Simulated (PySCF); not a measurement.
# Dipole moment and polarisability of `CC(=O)C[SiH2]O`

Species: C3H8O2Si.
SMILES with atom numbers: `[CH3:1][C:2](=[O:3])[CH2:4][SiH2:5][OH:6]` (hydrogens: H7, H8, H9 on C1; H10, H11 on C4; H12, H13 on Si5; H14 on O6)

Structure used (GFN2-xTB), in Å, numbered top down from 1:
```
atom  x, y, z in Å
C1     1.847    0.798   -0.067
C2     0.498    0.591    0.570
O3    -0.175    1.521    0.975
C4    -0.006   -0.801    0.590
Si5   -1.464   -0.847   -0.676
O6    -2.384    0.446   -0.389
H7     1.822    0.413   -1.085
H8     2.104    1.854   -0.081
H9     2.606    0.246    0.485
H10   -0.439   -1.021    1.564
H11    0.768   -1.527    0.366
H12   -2.269   -2.036   -0.434
H13   -0.895   -0.790   -2.023
H14   -2.013    1.153    0.153
```

Level: B3LYP/def2-SVPD (PySCF), static field, nuclei fixed, core orbitals frozen in the response. The polarisability tensor in these axes (au):

```
x   75.31  4.92  1.10
y    4.92 69.86  3.83
z    1.10  3.83 61.41
```

Problem. Diagonalise the tensor; give its mean and Δα, where Δα² is half the sum of the squared differences of the eigenvalues.

Solution. Principal values 59.90, 67.98 and 78.70 au; mean 68.86 au = 10.20 Å³ = 11.35 × 10⁻⁴⁰ C²·m²/J; Δα = 16.34 au (24 % of the mean).

Problem. What is the dipole moment, and where does it point?

Solution. (2.75, -2.08, -0.27) D, 3.45 D in size, pointing from the negative to the positive side. Measured along this direction, the outermost atoms are H14 at the negative end and H9 at the positive end.

Problem. Refractivity n − 1 of an ideal gas of it at 500 K and 1 atm, from the electronic α?

Solution. N = p/kT = 1.4678 × 10¹⁹ cm⁻³, so n − 1 = 2π × N × 10.20 × 10⁻²⁴ cm³ = 941 × 10⁻⁶ at long wavelengths.

Problem. What molar refraction does this α imply?

Solution. Lorentz–Lorenz: R = (4π/3)N_A α = 2.5225 cm³/(mol·Å³) × 10.20 Å³ = 25.7 cm³/mol, in the limit of long wavelengths.

Problem. Orientational against electronic polarisability at 298 K (dilute gas, rigid molecules)?

Solution. In Gaussian units μ²/3kT = 96.67 Å³ against 10.20 Å³, a ratio of 9.47; the Debye molar polarisation (4π/3)N_A(α + μ²/3kT) is 269.6 cm³/mol, leaving out the vibrational part.

Problem. Give the principal axes and the span of the nuclei along them.

Solution. Largest value along (0.83, 0.53, 0.17), where the nuclei span 5.76 Å; middle along (-0.56, 0.75, 0.35), 3.50 Å; least along (0.06, -0.38, 0.92), 3.42 Å. 

Problem. Give the eigenvalues of the traceless quadrupole moment Θ = ½Σq(3rr − r²1), origin at the centre of nuclear charge.

Solution. -3.92, 0.39, 3.53 D·Å. The values depend on the origin, since the dipole doesn't vanish. The electronic extent ⟨r²⟩ about the same centre is 787 bohr², a root-mean-square distance of 1.98 Å for the 56 electrons.

Geometry: GFN2-xTB, one conformer, isolated molecule.

These values come from a run that also computed excited states. Time: 57 s of wall time (with the writing of density and orbital grids); peak memory 0.77 GiB. Hardware: Arm Neoverse N1, one thread, no GPU, on a shared host.
